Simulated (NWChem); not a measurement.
System: TiNH3SO; SMILES [S]=[Ti]([OH])[NH2]

Parts of the log:

```
             Northwest Computational Chemistry Package (NWChem) 7.3.0
             --------------------------------------------------------

                             Geometry "geometry" -> ""
                             -------------------------

 Output coordinates in angstroms (scale by  1.889725989 to convert to a.u.)

  No.       Tag          Charge          X              Y              Z
 ---- ---------------- ---------- -------------- -------------- --------------
    1 Ti                  22.0000     0.01145800    -0.30871300    -0.15889900
    2 S                   16.0000    -0.23255600     1.73306200     0.05252500
    3 O                    8.0000    -1.36898100    -1.41814200     0.09455800
    4 H                    1.0000    -2.29873100    -1.28834600     0.30669300
    5 N                    7.0000     1.75552800    -0.92801600     0.08871600
    6 H                    1.0000     2.02052900    -1.90015200     0.24022000
    7 H                    1.0000     2.56862800    -0.33068900     0.22439900

 Effective nuclear repulsion energy (a.u.)     268.9094861248

                              NWChem Property Module
                              ----------------------

  itol2e modified to match energy
  convergence criterion.

                                 NWChem DFT Module
                                 -----------------

 Summary of "ao basis" -> "ao basis" (spherical)
 ------------------------------------------------------------------------------
       Tag                 Description            Shells   Functions and Types
 ---------------- ------------------------------  ------  ---------------------
 Ti                          6-31g*                 12       34   5s4p2d1f
 S                           6-31g*                  8       18   4s3p1d
 O                           6-31g*                  6       14   3s2p1d
 H                           6-31g*                  2        2   2s
 N                           6-31g*                  6       14   3s2p1d

  itol2e modified to match energy
  convergence criterion.

            General Information
            -------------------
          SCF calculation type: DFT
          Wavefunction type:  closed shell.
          No. of atoms     :     7
          No. of electrons :    56
           Alpha electrons :    28
            Beta electrons :    28
          Charge           :     0
          Spin multiplicity:     1
          Use of symmetry is: off; symmetry adaption is: off
          Maximum number of iterations: 150
          AO basis - number of functions:    86
                     number of shells:    38
          Convergence on energy requested:  1.00D-07
          Convergence on density requested:  1.00D-05
          Convergence on gradient requested:  5.00D-04

              XC Information
              --------------
                         B3LYP Method XC Potential
                     Hartree-Fock (Exact) Exchange  0.200
                        Slater Exchange Functional  0.800 local
                    Becke 1988 Exchange Functional  0.720 non-local
              Lee-Yang-Parr Correlation Functional  0.810
                  VWN I RPA Correlation Functional  0.190 local

             Grid Information
             ----------------
          Grid used for XC integration:  fine
          Radial quadrature: Mura-Knowles
          Angular quadrature: Lebedev.
          Tag              B.-S. Rad. Rad. Pts. Rad. Cut. Ang. Pts.
          ---              ---------- --------- --------- ---------
          Ti                  1.40      140          10.0       974
          S                   1.00      123          11.0       770
          O                   0.60       70          11.0       590
          H                   0.35       60          12.0       590
          N                   0.65       70          11.0       590
          Grid pruning is: on
          Number of quadrature shells:   583
          Spatial weights used:  Erf1

      Superposition of Atomic Density Guess
      -------------------------------------

 Sum of atomic energies:       -1376.29967863

      Non-variational initial energy
      ------------------------------

 Total energy =   -1376.859647
 1-e energy   =   -2425.197432
 2-e energy   =     779.428298
 HOMO         =      -0.354193
 LUMO         =      -0.073146

   convergence    iter        energy       DeltaE   RMS-Dens  Diis-err
 ---------------- ----- ----------------- --------- --------- ---------
 d= 0,ls=0.0,diis     1  -1378.9678022947 -1.65D+03  5.67D-02  2.60D+00
 d= 0,ls=0.0,diis     2  -1361.0742461516  1.79D+01  3.49D-02  1.33D+02
 d= 0,ls=0.0,diis     3  -1375.0500485039 -1.40D+01  8.04D-03  4.87D+01
 d= 0,ls=0.0,diis     4  -1375.9794130190 -9.29D-01  8.34D-03  4.06D+01
 d= 0,ls=0.0,diis     5  -1375.5344420303  4.45D-01  2.57D-03  4.37D+01
 d= 0,ls=0.0,diis     6  -1376.0593390866 -5.25D-01  9.38D-03  3.81D+01
 d= 0,ls=0.0,diis     7  -1377.6225483455 -1.56D+00  3.23D-03  2.01D+01
 d= 0,ls=0.0,diis     8  -1378.0822801980 -4.60D-01  8.21D-03  1.52D+01
 d= 0,ls=0.0,diis     9  -1379.1493149288 -1.07D+00  7.98D-03  3.06D+00
 d= 0,ls=0.0,diis    10  -1379.4812389989 -3.32D-01  2.17D-03  1.12D-01
  Resetting Diis
 d= 0,ls=0.0,diis    11  -1379.4945085140 -1.33D-02  3.91D-04  2.57D-03
 d= 0,ls=0.0,diis    12  -1379.4948335525 -3.25D-04  2.92D-04  2.59D-04
 d= 0,ls=0.0,diis    13  -1379.4947272583  1.06D-04  2.35D-04  1.20D-03
 d= 0,ls=0.0,diis    14  -1379.4948491856 -1.22D-04  7.62D-05  1.05D-04
 d= 0,ls=0.0,diis    15  -1379.4948625719 -1.34D-05  2.08D-05  7.65D-06
 d= 0,ls=0.0,diis    16  -1379.4948636422 -1.07D-06  1.02D-05  1.42D-07
 d= 0,ls=0.0,diis    17  -1379.4948636989 -5.67D-08  5.12D-06  1.58D-07

         Total DFT energy =    -1379.494863698871
      One electron energy =    -2430.315902818739
           Coulomb energy =      866.374790113546
    Exchange-Corr. energy =      -84.463237118506
 Nuclear repulsion energy =      268.909486124827

 Numeric. integr. density =       56.000000139464

                       DFT Final Molecular Orbital Analysis
                       ------------------------------------

 Vector   26  Occ=2.000000D+00  E=-2.678935D-01
              MO Center= -1.7D-01,  1.3D+00,  3.3D-02, r^2= 2.4D+00
   Bfn.  Coefficient  Atom+Function         Bfn.  Coefficient  Atom+Function
  ----- ------------  ---------------      ----- ------------  ---------------
    42      0.596409  2 S  py                46      0.257867  2 S  py
    22      0.240027  1 Ti d  2              38     -0.233268  2 S  py
    10      0.176458  1 Ti s                 44      0.167456  2 S  s
    27      0.156962  1 Ti d  2               8      0.136935  1 Ti py
     6     -0.135526  1 Ti s                 20      0.120378  1 Ti d  0

 Vector   27  Occ=2.000000D+00  E=-2.526506D-01
              MO Center= -1.5D-01,  1.2D+00,  1.4D-02, r^2= 2.2D+00
   Bfn.  Coefficient  Atom+Function         Bfn.  Coefficient  Atom+Function
  ----- ------------  ---------------      ----- ------------  ---------------
    43      0.571585  2 S  pz                47      0.340300  2 S  pz
    19      0.244126  1 Ti d -1              39     -0.222405  2 S  pz
    24      0.189948  1 Ti d -1              13      0.121931  1 Ti pz
     9     -0.086204  1 Ti pz                73      0.069571  5 N  pz
    77      0.054070  5 N  pz                42     -0.049574  2 S  py

 Vector   28  Occ=2.000000D+00  E=-2.419658D-01
              MO Center= -1.6D-01,  1.3D+00,  1.2D-02, r^2= 2.1D+00
   Bfn.  Coefficient  Atom+Function         Bfn.  Coefficient  Atom+Function
  ----- ------------  ---------------      ----- ------------  ---------------
    41      0.604887  2 S  px                45      0.352526  2 S  px
    37     -0.233964  2 S  px                18      0.176412  1 Ti d -2
    23      0.148575  1 Ti d -2              11      0.140699  1 Ti px
     7     -0.111003  1 Ti px                71     -0.059520  5 N  px
    42      0.058527  2 S  py                73     -0.056157  5 N  pz

 Vector   29  Occ=0.000000D+00  E=-1.034381D-01
              MO Center=  3.6D-03, -2.9D-01, -4.4D-01, r^2= 2.2D+00
   Bfn.  Coefficient  Atom+Function         Bfn.  Coefficient  Atom+Function
  ----- ------------  ---------------      ----- ------------  ---------------
    20      0.542252  1 Ti d  0              14      0.403535  1 Ti s
    25      0.375044  1 Ti d  0              10     -0.360049  1 Ti s
    44     -0.184850  2 S  s                  6      0.182018  1 Ti s
    13     -0.089371  1 Ti pz                86     -0.071576  7 H  s
     2     -0.063498  1 Ti s                 68     -0.061718  4 H  s

 Vector   30  Occ=0.000000D+00  E=-6.015051D-02
              MO Center= -6.0D-02,  8.6D-02, -1.0D-01, r^2= 2.0D+00
   Bfn.  Coefficient  Atom+Function         Bfn.  Coefficient  Atom+Function
  ----- ------------  ---------------      ----- ------------  ---------------
    19      0.630647  1 Ti d -1              24      0.430143  1 Ti d -1
    43     -0.311831  2 S  pz                47     -0.248985  2 S  pz
    57      0.144500  3 O  pz                61      0.127103  3 O  pz
    39      0.116797  2 S  pz                73      0.092438  5 N  pz
    77      0.089623  5 N  pz                12     -0.082710  1 Ti py

[...]

          -----------------------------------------
          Chemical Shielding Tensors (GIAO, in ppm)
          -----------------------------------------

                                NWChem CPHF Module
                                ------------------

  scftype          =     RHF
  nclosed          =       28
  nopen            =        0
  variables        =     1624
  # of vectors     =        3
  tolerance        = 0.10D-03
  level shift      = 0.00D+00
  max iterations   =       50
  max subspace     =       30

 SCF residual:    1.6441251873501557E-004

Iterative solution of linear equations
  No. of variables     1624
  No. of equations        3
  Maximum subspace       30
        Iterations       50
       Convergence  1.0D-04

   iter   nsub   residual    time
   ----  ------  --------  ---------
     1      3    1.68D+00      46.6
     2      6    9.65D-02      52.3
     3      9    1.40D-02      57.9
     4     12    1.34D-03      63.6
     5     15    7.81D-05      69.7

      Atom:    1  Ti
        Diamagnetic
   1614.5119      0.0891      0.1569
      0.0891   1616.6872     -0.1049
      0.1569     -0.1049   1598.5963

        Paramagnetic
  -3393.2268   -379.6563     -5.3408
   -379.6563  -1677.1649    111.1300
     -5.3408    111.1300  -3032.8057

        Total Shielding Tensor
  -1778.7150   -379.5672     -5.1839
   -379.5672    -60.4777    111.0250
     -5.1839    111.0250  -1434.2094

           isotropic =   -1091.1340
          anisotropy =   -1152.6825

          Principal Components and Axis System
                 1           2           3
            -1859.5890  -1441.6805     27.8675

      1         0.9770      0.0572     -0.2052
      2         0.2088     -0.0644      0.9758
      3        -0.0426      0.9963      0.0748

      Atom:    2  S
        Diamagnetic
   1057.7543     -0.7545     -0.0241
     -0.7545   1064.1185      0.4799
     -0.0241      0.4799   1057.9833

        Paramagnetic
  -3367.3033   -388.2204     23.3480
   -388.2204   -373.5618    183.9234
     23.3480    183.9234  -2109.4016

        Total Shielding Tensor
  -2309.5490   -388.9749     23.3239
   -388.9749    690.5567    184.4033
     23.3239    184.4033  -1051.4183

           isotropic =    -890.1369
          anisotropy =   -2206.0290

          Principal Components and Axis System
                 1           2           3
            -2360.8229  -1067.6626    758.0748

      1         0.9911      0.0480     -0.1244
      2         0.1285     -0.0937      0.9873
      3        -0.0357      0.9944      0.0990

      Atom:    3  O
        Diamagnetic
    410.7165      9.8499     -6.6409
      9.8499    390.0604     -1.9063
     -6.6409     -1.9063    381.5621

        Paramagnetic
   -549.6411    314.5620     61.7334
    314.5620   -401.8355    -65.6474
     61.7334    -65.6474   -258.0454

        Total Shielding Tensor
   -138.9246    324.4119     55.0925
    324.4119    -11.7751    -67.5537
     55.0925    -67.5537    123.5166

           isotropic =      -9.0610
          anisotropy =    -615.5050

          Principal Components and Axis System
                 1           2           3
             -419.3977    257.6216    134.5930

      1         0.7602      0.6156      0.2078
      2        -0.6308      0.7759      0.0091
      3        -0.1556     -0.1380      0.9781

      Atom:    4  H
        Diamagnetic
     45.9944      0.6283     -6.3828
      0.6283     19.8331      0.0020
     -6.3828      0.0020     18.6319

        Paramagnetic
    -32.5668      3.4178      9.1992
      3.4178      2.9169     -1.5406
      9.1992     -1.5406      8.4438

        Total Shielding Tensor
     13.4276      4.0461      2.8163
      4.0461     22.7500     -1.5385
      2.8163     -1.5385     27.0758

           isotropic =      21.0844
          anisotropy =      10.0305

          Principal Components and Axis System
                 1           2           3
               27.7715     24.2048     11.2771

      1         0.1384      0.3767      0.9159
      2        -0.1865      0.9182     -0.3495
      3         0.9727      0.1225     -0.1973

      Atom:    5  N
        Diamagnetic
    334.5064     -5.0386      5.5720
     -5.0386    324.8318     -2.2099
      5.5720     -2.2099    306.2866

        Paramagnetic
   -198.8416   -143.2071    -13.8468
   -143.2071   -563.3538      1.1777
    -13.8468      1.1777    -94.3087

        Total Shielding Tensor
    135.6648   -148.2457     -8.2747
   -148.2457   -238.5220     -1.0322
     -8.2747     -1.0322    211.9779

           isotropic =      36.3736
          anisotropy =    -489.8036

          Principal Components and Axis System
                 1           2           3
             -290.1621    214.0892    185.1937

      1         0.3289     -0.2559      0.9090
      2         0.9443      0.0816     -0.3187
      3         0.0074      0.9632      0.2686

      Atom:    6  H
        Diamagnetic
     27.4359     -8.1212      1.9696
     -8.1212     41.0173     -3.4279
      1.9696     -3.4279     20.8512

        Paramagnetic
     -0.5609     11.2171     -2.7962
     11.2171    -22.5377      3.8946
     -2.7962      3.8946      9.8109

        Total Shielding Tensor
     26.8749      3.0959     -0.8266
      3.0959     18.4796      0.4667
     -0.8266      0.4667     30.6621

           isotropic =      25.3389
          anisotropy =       8.2483

          Principal Components and Axis System
                 1           2           3
               30.8378     27.7547     17.4242

      1        -0.2173      0.9239     -0.3151
      2        -0.0176      0.3190      0.9476
      3         0.9759      0.2115     -0.0531

      Atom:    7  H
        Diamagnetic
     40.7615      7.5970      3.5306
      7.5970     27.7008      1.2778
      3.5306      1.2778     19.7873

        Paramagnetic
    -24.9267    -13.3618     -5.3329
    -13.3618     -6.4424     -2.5183
     -5.3329     -2.5183      9.1177

        Total Shielding Tensor
     15.8348     -5.7648     -1.8023
     -5.7648     21.2584     -1.2405
     -1.8023     -1.2405     28.9050

           isotropic =      21.9994
          anisotropy =      10.7822

          Principal Components and Axis System
                 1           2           3
               29.1876     24.9159     11.8948

      1        -0.0975     -0.5385      0.8370
      2        -0.0843      0.8424      0.5322
      3         0.9917      0.0187      0.1275
```

Level: B3LYP/6-31G* (spherical d), GIAO. All runs use the structure optimised with PBE0/def2-SVP. B3LYP is NWChem's, with the RPA form of VWN correlation. NWChem prints the field gradient with the sign opposite to the second derivative of the potential. The printed shielding anisotropy is the first printed principal value minus the mean of the other two.

### Question
Reconstruct the input file.

### Answer
Several could match; the one computed here: the input that was run:
```
start job
memory heap 200 mb stack 900 mb global 1100 mb
geometry units angstroms noautosym nocenter noautoz
  Ti     0.011458    -0.308713    -0.158899
  S     -0.232556     1.733062     0.052525
  O     -1.368981    -1.418142     0.094558
  H     -2.298731    -1.288346     0.306693
  N      1.755528    -0.928016     0.088716
  H      2.020529    -1.900152     0.240220
  H      2.568628    -0.330689     0.224399
end
basis spherical
  Ti library 6-31g*
  S library 6-31g*
  O library 6-31g*
  H library 6-31g*
  N library 6-31g*
end
dft
  xc b3lyp
  iterations 150
end
property
  shielding
  efieldgrad
end
task dft property
```
